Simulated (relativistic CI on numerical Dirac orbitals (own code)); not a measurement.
Electric-dipole transitions in Lu³⁴⁺

Calculated at this level of theory: Dirac-Coulomb-Breit CI, orbitals from a KLI potential per configuration, model QED (radiative potential, 1s self-energy scaled to tabulated hydrogen-like ionisation energies), unscaled Slater integrals (own radial code, finite nucleus).

Configurations in the expansion (outside the closed core [Ar] 3d10): 4s2.4p6.4d, 4s2.4p6.4f, 4s2.4p5.4d2, 4s.4p6.4d2, 4s2.4p5.4d.4f, 4s.4p6.4d.4f, 4s2.4p6.5s, 4s2.4p6.5p, 4s2.4p6.5d, 4s2.4p5.4d.5s, 4p6.4d2.4f, 4s2.4p6.5f, 4s2.4p5.4d.5p, 4s.4p6.4f.5s, 4s2.4p6.5g, 4s.4p6.4d.5s, 4s2.4p5.4d.5d, 4s2.4p6.6s, 4p6.4d3, 4p5.4d4, 4p5.4d3.4f, 4p6.4d.4f2, 4p6.4f3, 4p5.4d2.4f2, 4p5.4d.4f3, 4p6.4f2.5s, 4s.4p6.4f2, 4s.4p5.4f3, 4s.4p6.4f.5p, 4s.4p5.4f2.5p, 4p6.4f2.5p. Double excitations out of closed p, d and f shells are left out; levels of such configurations are missing from the list, as are those of other unlisted configurations, and high levels can miss mixing partners. These lack a partner that the ground configuration has and come out too high: 4s2.4p5.4d.5s, 4s2.4p5.4d.5p, 4s2.4p5.4d.5d, 4s2.4p6.5d, 4s2.4p6.5f.

```
λ vac (nm)                      Lower                        Upper   A (s⁻¹)  E lower (eV)  E upper (eV)
    1.6957      4s2.4p6.4d 2D_3/2 [1]  4s2.4p5.4d.5d 2F°_5/2 [365]  3.76e+12         0.000       731.160
    1.8822      4s2.4p6.4d 2D_3/2 [1]     4s2.4p6.5f 2F°_5/2 [265]  5.01e+12         0.000       658.718
    1.9211      4s2.4p6.4d 2D_5/2 [2]     4s2.4p6.5f 2F°_7/2 [268]  5.49e+12        15.149       660.519
    2.1412      4s2.4p6.4d 2D_5/2 [2]  4s2.4p5.4d.5s 2F°_7/2 [231]  1.87e+12        15.149       594.192
    2.4296    4s2.4p6.4f 2F°_7/2 [33]      4s2.4p6.5g 2G_9/2 [319]  5.01e+12       203.006       713.304
    5.0265      4s2.4p6.4d 2D_3/2 [1]     4s2.4p5.4d2 2D°_3/2 [42]  3.30e+12         0.000       246.659
    5.1134      4s2.4p6.4d 2D_5/2 [2]     4s2.4p5.4d2 2P°_3/2 [48]  2.25e+12        15.149       257.617
    5.1199      4s2.4p6.4d 2D_5/2 [2]     4s2.4p5.4d2 2F°_7/2 [47]  2.29e+12        15.149       257.312
    5.1473      4s2.4p6.4d 2D_5/2 [2]     4s2.4p5.4d2 2D°_5/2 [46]  2.79e+12        15.149       256.019
    5.1817      4s2.4p6.4d 2D_3/2 [1]     4s2.4p5.4d2 2P°_1/2 [40]  1.79e+12         0.000       239.275
    5.5007      4s2.4p6.4d 2D_3/2 [1]     4s2.4p5.4d2 2F°_5/2 [34]  1.59e+12         0.000       225.398
    5.9259    4s2.4p5.4d2 4D°_1/2 [3]    4s2.4p5.4d.4f 4F_3/2 [91]  6.38e+11       141.281       350.504
    5.9809  4s2.4p5.4d2 2H°_11/2 [13]  4s2.4p5.4d.4f 2I_13/2 [123]  2.93e+11       160.788       368.087
    6.1534      4s2.4p6.4d 2D_3/2 [1]      4s2.4p6.4f 2F°_5/2 [32]  4.96e+11         0.000       201.488
    6.1766    4s2.4p5.4d2 4G°_7/2 [6]    4s2.4p5.4d.4f 2G_9/2 [83]  3.44e+11       146.431       347.163
    6.2458    4s2.4p5.4d2 4G°_7/2 [6]    4s2.4p5.4d.4f 2G_9/2 [77]  2.81e+11       146.431       344.938
    6.2849   4s2.4p5.4d2 2G°_9/2 [25]  4s2.4p5.4d.4f 2H_11/2 [131]  6.91e+11       177.793       375.068
    6.3144    4s2.4p5.4d2 4G°_9/2 [9]   4s2.4p5.4d.4f 4H_11/2 [94]  4.52e+11       157.056       353.407
    6.3540  4s2.4p5.4d2 4G°_11/2 [21]  4s2.4p5.4d.4f 2I_13/2 [123]  7.48e+11       172.959       368.087
    6.3638  4s2.4p5.4d2 2H°_11/2 [13]   4s2.4p5.4d.4f 4H_13/2 [99]  4.25e+11       160.788       355.616
    6.3658   4s2.4p5.4d2 2G°_9/2 [19]  4s2.4p5.4d.4f 4G_11/2 [117]  5.56e+11       168.472       363.237
    6.4061   4s2.4p5.4d2 2G°_9/2 [44]  4s2.4p5.4d.4f 2I_11/2 [176]  7.15e+11       250.682       444.224
    6.4333   4s2.4p5.4d2 2F°_7/2 [47]   4s2.4p5.4d.4f 2G_9/2 [179]  1.27e+12       257.312       450.034
    6.5056   4s2.4p5.4d2 4D°_7/2 [41]   4s2.4p5.4d.4f 4F_9/2 [168]  8.35e+11       246.451       437.030
    6.5999      4s2.4p6.4d 2D_5/2 [2]      4s2.4p6.4f 2F°_7/2 [33]  4.33e+11        15.149       203.006
    6.6352      4s2.4p6.4d 2D_3/2 [1]     4s2.4p5.4d2 2P°_1/2 [28]  6.57e+11         0.000       186.858
    6.7823      4s2.4p6.4d 2D_5/2 [2]     4s2.4p5.4d2 2D°_5/2 [31]  5.67e+11        15.149       197.954
    6.7882      4s2.4p6.4d 2D_5/2 [2]     4s2.4p5.4d2 2P°_3/2 [30]  5.26e+11        15.149       197.797
    6.8653    4s2.4p6.4f 2F°_7/2 [33]   4s2.4p5.4d.4f 2H_9/2 [139]  7.09e+11       203.006       383.603
    6.9796      4s2.4p6.4d 2D_3/2 [1]     4s2.4p5.4d2 4F°_3/2 [24]  3.96e+11         0.000       177.637
```

Terms are leading LS components. Brackets give the number of a level in order of energy, since labels repeat. The list gives strong lines, with weight on those to low levels, without lines whose two gauges differ by over a factor of 2.5, among the lowest 400 of 8281 levels, so that lines to higher ones, which can be the strongest, are missing. Levels whose partners in the same complex of configurations lie outside the list can be far off, and so can their lines. Rates are taken at the computed energies, electric ones in the length gauge.

At this charge energies of transitions that change n are usually good to better than 1 %, and those within a shell (Δn = 0) to a few per cent.

LS names give the leading component of a level, which can be under half, so a name can repeat, a term be missing and a line seem to break the LS rules.
